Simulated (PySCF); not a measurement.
PySCF input file for C2H5ClSi, SMILES C=C[SiH2]Cl, ωB97X-D3(BJ)/def2-SVP. 

```python
import numpy as np
from pyscf import gto, scf, dft
from pyscf.geomopt import geometric_solver

mol = gto.M(
    atom='''
    Si   -0.44510278   -0.52669543   -0.28034410
    Cl   -1.27041501    0.97435446    0.79467858
    C     1.41964599   -0.45976852   -0.03480689
    C     2.31744710   -0.48728983   -1.00778487
    H    -0.79716828   -0.33156861   -1.68380404
    H    -0.98297148   -1.78711420    0.23122791
    H     1.77776308   -0.39074461    0.98690022
    H     3.37939754   -0.44549827   -0.81908409
    H     2.02891475   -0.55301398   -2.04440777
    ''',
    basis='def2-SVP',
    charge=0,
    spin=0,
    max_memory=1600,
    verbose=3,
)
mf = dft.RKS(mol, xc='wb97x-d3bj').density_fit(auxbasis='def2-universal-jkfit')
mf.grids.level = 3
mf.conv_tol = 1e-9
mf.max_cycle = 100
mf.kernel()
grad = mf.nuc_grad_method()
grad.grid_response = mol.nao <= 150
conv, mol_eq = geometric_solver.kernel(grad, convergence_set='GAU_TIGHT', maxsteps=100)
print(mol_eq.tostring(format='xyz'))
mf.reset(mol_eq)
mf.kernel()
```

Program output:

```
[...]
4 H     0.0000090987     0.0000066793    -0.0000020773
5 H    -0.0000028536     0.0000057932     0.0000079568
6 H     0.0000120855     0.0000062399    -0.0000029151
7 H     0.0000069376     0.0000019828    -0.0000025881
8 H     0.0000027810    -0.0000040833    -0.0000080235
----------------------------------------------
cycle 15: E = -828.718131123  dE = -1.32871e-08  norm(grad) = 4.62673e-05
Step   14 : Displace = 2.367e-04/4.023e-04 (rms/max) Trust = 3.000e-01 (=) Grad = 1.542e-05/2.962e-05 (rms/max) E (change) = -828.7181311233 (-1.329e-08) Quality = 1.286
Hessian Eigenvalues: 1.42790e-03 2.41411e-03 2.55958e-02 ... 3.94985e-01 4.68464e-01 6.57677e-01

Geometry optimization cycle 16
Cartesian coordinates (Angstrom)
 Atom        New coordinates             dX        dY        dZ
  Si  -0.412855  -0.547128  -0.258560    0.000021 -0.000467 -0.000092
  Cl  -1.280224   1.089362   0.673110   -0.000493 -0.000894  0.000169
   C   1.427009  -0.522048   0.009022   -0.000004 -0.000016  0.000022
   C   2.287544  -0.432227  -1.012411    0.000018  0.000675  0.000100
   H  -0.695934  -0.468172  -1.716117    0.000118 -0.000244 -0.000098
   H  -1.041539  -1.759275   0.330212    0.000306 -0.000754 -0.000385
   H   1.825390  -0.582694   1.030383   -0.000024 -0.000236  0.000016
   H   3.373639  -0.423647  -0.861043    0.000010  0.000983  0.000153
   H   1.944434  -0.361592  -2.052077    0.000046  0.000944  0.000107
converged SCF energy = -828.71813113585
--------------- DFRKS_Scanner gradients ---------------
         x                y                z
0 Si    -0.0000151322    -0.0000215390    -0.0000095785
1 Cl     0.0000041806     0.0000081926     0.0000054987
2 C    -0.0000211695    -0.0000119201     0.0000018435
3 C     0.0000012124     0.0000077115     0.0000101456
4 H     0.0000099807     0.0000065056    -0.0000021870
5 H    -0.0000028392     0.0000062835     0.0000078562
6 H     0.0000133451     0.0000075170    -0.0000022557
7 H     0.0000075981     0.0000012628    -0.0000030631
8 H     0.0000027768    -0.0000039223    -0.0000082310
----------------------------------------------
cycle 16: E = -828.718131136  dE = -1.25937e-08  norm(grad) = 4.80856e-05
Step   15 : Displace = 1.122e-04/1.542e-04 (rms/max) Trust = 3.000e-01 (=) Grad = 1.603e-05/2.801e-05 (rms/max) E (change) = -828.7181311358 (-1.259e-08) Quality = 2.019
Hessian Eigenvalues: 3.92499e-04 2.71160e-03 1.86988e-02 ... 3.80748e-01 4.34513e-01 6.39378e-01

Geometry optimization cycle 17
Cartesian coordinates (Angstrom)
 Atom        New coordinates             dX        dY        dZ
  Si  -0.412541  -0.552198  -0.259677    0.000314 -0.005070 -0.001117
  Cl  -1.286429   1.078652   0.675639   -0.006205 -0.010710  0.002529
   C   1.427004  -0.521615   0.009269   -0.000006  0.000433  0.000247
   C   2.287829  -0.424893  -1.011280    0.000285  0.007334  0.001131
   H  -0.694791  -0.470308  -1.717231    0.001143 -0.002135 -0.001114
   H  -1.037471  -1.768151   0.325191    0.004069 -0.008876 -0.005022
   H   1.824966  -0.584428   1.030637   -0.000423 -0.001733  0.000254
   H   3.373823  -0.413012  -0.859244    0.000184  0.010635  0.001799
   H   1.945072  -0.351662  -2.050903    0.000638  0.009931  0.001174
converged SCF energy = -828.718131276782
--------------- DFRKS_Scanner gradients ---------------
         x                y                z
0 Si    -0.0000021446     0.0000062426     0.0000134665
1 Cl     0.0000069665    -0.0000102053    -0.0000067252
2 C    -0.0000233723    -0.0000365694     0.0000010561
3 C    -0.0000170477     0.0000161916     0.0000322717
4 H     0.0000081425     0.0000009472     0.0000002487
5 H    -0.0000015466     0.0000101632    -0.0000001131
6 H     0.0000079933     0.0000169236    -0.0000166173
7 H     0.0000235983    -0.0000038211    -0.0000036736
8 H    -0.0000025827     0.0000001510    -0.0000198959
----------------------------------------------
cycle 17: E = -828.718131277  dE = -1.40932e-07  norm(grad) = 7.54233e-05
Step   16 : Displace = 5.758e-04/9.022e-04 (rms/max) Trust = 3.000e-01 (=) Grad = 2.514e-05/4.341e-05 (rms/max) E (change) = -828.7181312768 (-1.409e-07) Quality = 1.776
Hessian Eigenvalues: 1.20605e-04 2.76660e-03 1.73660e-02 ... 3.85460e-01 4.34942e-01 6.41473e-01

Geometry optimization cycle 18
Cartesian coordinates (Angstrom)
 Atom        New coordinates             dX        dY        dZ
  Si  -0.411733  -0.565853  -0.262934    0.000807 -0.013655 -0.003257
  Cl  -1.302932   1.049350   0.682993   -0.016503 -0.029302  0.007354
   C   1.426941  -0.520074   0.009802   -0.000063  0.001542  0.000533
   C   2.288604  -0.405355  -1.008174    0.000774  0.019538  0.003106
   H  -0.692020  -0.475462  -1.720371    0.002771 -0.005155 -0.003140
   H  -1.026223  -1.792228   0.311154    0.011247 -0.024076 -0.014037
   H   1.823650  -0.588394   1.031312   -0.001316 -0.003967  0.000675
   H   3.374146  -0.384266  -0.853989    0.000323  0.028745  0.005256
   H   1.946994  -0.325791  -2.047699    0.001922  0.025870  0.003204
converged SCF energy = -828.718131446696
--------------- DFRKS_Scanner gradients ---------------
         x                y                z
0 Si     0.0000005018     0.0000472840     0.0000378655
1 Cl     0.0000090994    -0.0000292817    -0.0000187880
2 C    -0.0000185129    -0.0000588286    -0.0000077884
3 C    -0.0000148836     0.0000256228     0.0000253283
4 H     0.0000028863    -0.0000074122    -0.0000002578
5 H    -0.0000033285     0.0000049103    -0.0000082576
6 H     0.0000076145     0.0000215767    -0.0000100296
7 H     0.0000187867    -0.0000062826    -0.0000040165
8 H    -0.0000021309     0.0000023845    -0.0000141032
----------------------------------------------
cycle 18: E = -828.718131447  dE = -1.69914e-07  norm(grad) = 0.000108422
Step   17 : Displace = 9.925e-04/1.464e-03 (rms/max) Trust = 3.000e-01 (=) Grad = 3.614e-05/6.216e-05 (rms/max) E (change) = -828.7181314467 (-1.699e-07) Quality = 1.067
Hessian Eigenvalues: 1.27065e-04 2.77521e-03 1.68439e-02 ... 3.83045e-01 4.33110e-01 6.41475e-01

Geometry optimization cycle 19
Cartesian coordinates (Angstrom)
 Atom        New coordinates             dX        dY        dZ
  Si  -0.411729  -0.566121  -0.263097    0.000004 -0.000268 -0.000163
  Cl  -1.303475   1.048445   0.683511   -0.000543 -0.000905  0.000518
   C   1.426920  -0.519723   0.009785   -0.000021  0.000351 -0.000017
   C   2.288681  -0.405037  -1.008108    0.000077  0.000319  0.000066
   H  -0.692085  -0.475248  -1.720489   -0.000064  0.000214 -0.000118
   H  -1.025723  -1.792954   0.310566    0.000501 -0.000726 -0.000588
   H   1.823471  -0.588058   1.031365   -0.000179  0.000337  0.000053
   H   3.374182  -0.383749  -0.853776    0.000035  0.000518  0.000213
   H   1.947169  -0.325614  -2.047660    0.000175  0.000177  0.000039
converged SCF energy = -828.718131474703
--------------- DFRKS_Scanner gradients ---------------
         x                y                z
0 Si     0.0000010541     0.0000267379     0.0000211155
1 Cl     0.0000051033    -0.0000150308    -0.0000094564
2 C    -0.0000086484    -0.0000324803    -0.0000074670
3 C    -0.0000071557     0.0000152454     0.0000118544
4 H     0.0000013179    -0.0000048322    -0.0000000743
5 H    -0.0000022004     0.0000017585    -0.0000052842
6 H     0.0000044883     0.0000115891    -0.0000039500
7 H     0.0000070036    -0.0000036834    -0.0000022550
8 H    -0.0000009712     0.0000007535    -0.0000044853
----------------------------------------------
cycle 19: E = -828.718131475  dE = -2.8007e-08  norm(grad) = 5.85943e-05
Step   18 : Displace = 3.179e-04/4.283e-04 (rms/max) Trust = 3.000e-01 (=) Grad = 1.953e-05/3.443e-05 (rms/max) E (change) = -828.7181314747 (-2.801e-08) Quality = 1.548
Hessian Eigenvalues: 1.26672e-04 2.40760e-03 1.34297e-02 ... 3.83169e-01 4.31292e-01 6.41393e-01

Geometry optimization cycle 20
Cartesian coordinates (Angstrom)
 Atom        New coordinates             dX        dY        dZ
  Si  -0.411735  -0.566374  -0.263299   -0.000006 -0.000253 -0.000202
  Cl  -1.304123   1.047455   0.684082   -0.000648 -0.000990  0.000570
   C   1.426885  -0.519277   0.009773   -0.000035  0.000446 -0.000012
   C   2.288787  -0.404771  -1.008023    0.000106  0.000265  0.000085
   H  -0.692159  -0.474930  -1.720640   -0.000074  0.000319 -0.000151
   H  -1.025155  -1.793719   0.309901    0.000568 -0.000765 -0.000665
   H   1.823237  -0.587578   1.031439   -0.000234  0.000480  0.000073
   H   3.374246  -0.383292  -0.853505    0.000064  0.000457  0.000271
   H   1.947416  -0.325565  -2.047629    0.000247  0.000049  0.000031
converged SCF energy = -828.718131488176
--------------- DFRKS_Scanner gradients ---------------
         x                y                z
0 Si    -0.0000007237     0.0000007693     0.0000008725
1 Cl     0.0000006416     0.0000000240     0.0000006765
2 C     0.0000006930    -0.0000000544    -0.0000002776
3 C     0.0000020667     0.0000000492    -0.0000028859
4 H    -0.0000004114    -0.0000002374     0.0000000311
5 H    -0.0000004234    -0.0000004406    -0.0000004666
6 H     0.0000004282    -0.0000004120     0.0000008351
7 H    -0.0000018461     0.0000001285    -0.0000001178
8 H    -0.0000004424     0.0000001532     0.0000013268
----------------------------------------------
cycle 20: E = -828.718131488  dE = -1.34728e-08  norm(grad) = 4.81613e-06
Step   19 : Displace = 4.223e-04/5.605e-04 (rms/max) Trust = 3.000e-01 (=) Grad = 1.605e-06/3.550e-06 (rms/max) E (change) = -828.7181314882 (-1.347e-08) Quality = 1.070
Hessian Eigenvalues: 1.25159e-04 2.35838e-03 1.31562e-02 ... 3.84458e-01 4.32329e-01 6.41571e-01

Geometry optimization cycle 21
Cartesian coordinates (Angstrom)
 Atom        New coordinates             dX        dY        dZ
  Si  -0.411718  -0.566681  -0.263401    0.000017 -0.000307 -0.000102
  Cl  -1.304549   1.046755   0.684235   -0.000425 -0.000700  0.000154
   C   1.426872  -0.519207   0.009795   -0.000013  0.000070  0.000022
   C   2.288815  -0.404340  -1.007925    0.000028  0.000432  0.000098
   H  -0.692074  -0.475016  -1.720740    0.000084 -0.000087 -0.000100
   H  -1.024877  -1.794279   0.309533    0.000278 -0.000561 -0.000368
   H   1.823173  -0.587605   1.031472   -0.000064 -0.000027  0.000034
   H   3.374261  -0.382655  -0.853336    0.000015  0.000636  0.000170
   H   1.947496  -0.325028  -2.047542    0.000080  0.000537  0.000087
converged SCF energy = -828.718131488586
--------------- DFRKS_Scanner gradients ---------------
         x                y                z
0 Si    -0.0000000682    -0.0000003580     0.0000000829
1 Cl     0.0000003561     0.0000002020     0.0000008647
2 C     0.0000001910     0.0000003666    -0.0000000084
3 C     0.0000006940     0.0000001798    -0.0000012092
4 H    -0.0000002764     0.0000002399     0.0000003048
5 H    -0.0000000770    -0.0000000889    -0.0000000908
6 H     0.0000002437    -0.0000008154     0.0000000611
7 H    -0.0000006298    -0.0000000230    -0.0000002814
8 H    -0.0000004621     0.0000003265     0.0000002783
----------------------------------------------
cycle 21: E = -828.718131489  dE = -4.09955e-10  norm(grad) = 2.24789e-06
Step   20 : Displace = 1.698e-05/2.453e-05 (rms/max) Trust = 3.000e-01 (=) Grad = 7.493e-07/1.406e-06 (rms/max) E (change) = -828.7181314886 (-4.100e-10) Quality = 1.696
Hessian Eigenvalues: 1.25159e-04 2.35838e-03 1.31562e-02 ... 3.84458e-01 4.32329e-01 6.41571e-01
Converged! =D

9
XYZ from PySCF
Si         -0.41171843       -0.56668145       -0.26340141
Cl         -1.30454853        1.04675468        0.68423506
C           1.42687176       -0.51920721        0.00979547
C           2.28881499       -0.40433964       -1.00792491
H          -0.69207424       -0.47501626       -1.72074046
H          -1.02487695       -1.79427926        0.30953338
H           1.82317300       -0.58760530        1.03147243
H           3.37426106       -0.38265534       -0.85333564
H           1.94749642       -0.32502794       -2.04754174
converged SCF energy = -828.71813148859
```

The calculation finished and met its thresholds.

Cost: around 90 core-seconds (rough).
